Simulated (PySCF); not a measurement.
Nuclear quadrupole coupling in `CC[SiH2]N(C(C)C)C(C)C`

Compound: C₈H₂₁NSi.
Numbering: `[CH3:1][CH2:2][SiH2:3][N:4]([CH:5]([CH3:6])[CH3:7])[CH:8]([CH3:9])[CH3:10]` (hydrogens: H11, H12, H13 on C1; H14, H15 on C2; H16, H17 on Si3; H18 on C5; H19, H20, H21 on C6; H22, H23, H24 on C7; H25 on C8; H26, H27, H28 on C9; H29, H30, H31 on C10)

Cartesian coordinates in Å at the PBE0-D3(BJ)/def2-SVP level; atoms count from 1:
```
atom  x, y, z in Å
C1     2.7279   -0.2124    1.6755
C2     2.7113    0.5650    0.3641
Si3    1.5396   -0.1274   -0.9422
N4    -0.1168   -0.1677   -0.4097
C5    -0.9325   -1.3751   -0.3137
C6    -1.1475   -2.0514   -1.6666
C7    -0.3844   -2.3534    0.7218
C8    -0.7682    1.1182   -0.1802
C9    -1.8800    1.4102   -1.1870
C10   -1.2476    1.2818    1.2614
H11    3.0245   -1.2622    1.5192
H12    1.7306   -0.2280    2.1423
H13    3.4291    0.2215    2.4059
H14    2.4425    1.6216    0.5419
H15    3.7175    0.5922   -0.0921
H16    1.9524   -1.5232   -1.2879
H17    1.6853    0.7343   -2.1658
H18   -1.9250   -1.0557    0.0477
H19   -1.5767   -1.3452   -2.3921
H20   -0.1938   -2.4196   -2.0767
H21   -1.8277   -2.9134   -1.5786
H22   -1.0402   -3.2320    0.8276
H23    0.6144   -2.7163    0.4313
H24   -0.2942   -1.8670    1.7042
H25    0.0096    1.8885   -0.3419
H26   -1.4970    1.3390   -2.2159
H27   -2.7140    0.6979   -1.0836
H28   -2.2907    2.4210   -1.0392
H29   -1.6741    2.2835    1.4258
H30   -2.0297    0.5470    1.5109
H31   -0.4138    1.1395    1.9644
```

Field gradients from the PBE0/pcSseg-1 density (PySCF, non-relativistic), principal values in atomic units, ordered |Vxx| ≤ |Vyy| ≤ |Vzz|:

```csv
atom,Vxx,Vyy,Vzz
N4,0.4009,0.7868,-1.1877
```

Question: Find the asymmetry η = (Vxx − Vyy)/Vzz and the couplings χ = eQV/h (234.96 MHz × Q in barn × V in au), with Q(14N) = 0.02044 b.

Answer: 
```json
{"atom": "N4", "environment": "silicon-bound nitrogen", "nucleus": "14N", "η": "0.32", "χzz (MHz)": "-5.70", "χxx (MHz)": "1.93", "χyy (MHz)": "3.78"}
```

The tensor is traceless: Vxx + Vyy + Vzz = 0.

Question: What is Vzz at N4 in SI units (1 au = 9.71736 × 10²¹ V/m²)?

Answer: -1.1877 au = -11.542 × 10²¹ V/m².

Were the hydrogens deuterons (Q(2H) = 0.00286 b), χzz would run from 91 kHz (H17) to 198 kHz (H24, H31, H19 and H26).

One conformer (not necessarily the lowest) at the PBE0-D3(BJ)/def2-SVP geometry, without solvent, vibrations or thermal averaging. With a basis this small, the couplings can be 20 % off.
